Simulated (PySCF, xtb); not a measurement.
F3Fe, SMILES [F][Fe+]([F])[F] (connectivity only; charge and spin as stated), charge +1, multiplicity 5.

Harmonic wavenumbers (cm⁻¹) from GFN2-xTB in xtb 6.7.1 at its own minimum, in rising order: 95, 203, 270, 530, 578, 735.

Task: What does PySCF 2.14.0 with PBE0-D3(BJ)/def2-SVP give at its own minimum? (An estimate is asked for; the answer gives what the named calculation found.)

Result: 145, 205, 229, 705, 808, 890. Paired by order, the mean absolute difference is 109 cm⁻¹ and the zero-point energies are 3.4 and 4.3 kcal/mol.
